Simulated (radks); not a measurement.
The numbers below are computed, except where a source is named.
Initial-state core-level shifts of the arsenic ion As+ when its valence configuration changes from [Ar] 3d10 4s2 4p2. Level of theory: Dirac Kohn-Sham, PBE, spin-unpolarised, spherical densities, point nucleus; open shells fill j = l - 1/2 first (a radial shooting solver on a logarithmic mesh with Libxc functionals). Shifts are changes of the shell-averaged eigenvalues in eV (positive: less bound).

valence,1s,2s,2p,3s
3d10 4s1.5 4p2.5,-0.907,-0.872,-0.871,-0.891
3d10 4s1 4p3,-1.794,-1.724,-1.721,-1.762
3d9 4s2 4p3,-13.389,-14.776,-14.661,-11.973
3d9 4s1 4p4,-15.048,-16.383,-16.263,-13.600
3d8 4s2 4p4,-27.630,-30.588,-30.355,-24.274
3d10 4s0.5 4p3.5,-2.660,-2.557,-2.553,-2.615
3d9.5 4s2 4p2.5,-6.586,-7.255,-7.199,-5.942
3d9.5 4s1.5 4p3,-7.457,-8.096,-8.038,-6.796
3d10 4p4,-3.509,-3.373,-3.366,-3.451
